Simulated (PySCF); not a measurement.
Vertical excitations of a molecule C₃H₇FOSi from PySCF 2.14.0 with TDDFT-B3LYP/def2-SVPD, as energy in eV (oscillator strength): 5.59 (0.006), 6.10 (0.005), 6.51 (0.063), 6.82 (0.124), 6.87 (0.166), 7.20 (0.094), 7.47 (0.033), 7.84 (0.019), 7.93 (0.040), 7.98 (0.011). Lowest triplet (TDA): 4.26 eV. Geometry optimised at B3LYP-D3(BJ)/def2-SVP. Other conformers were not sampled.

Task: Pick the molecule that these values belong to.
A. F[C@]1([SiH3])CCO1
B. CO/C=C(/F)[SiH3]
C. C[Si@H](F)CC=O
D. C[SiH2]O/C=C\F

Result: D, C[SiH2]O/C=C\F
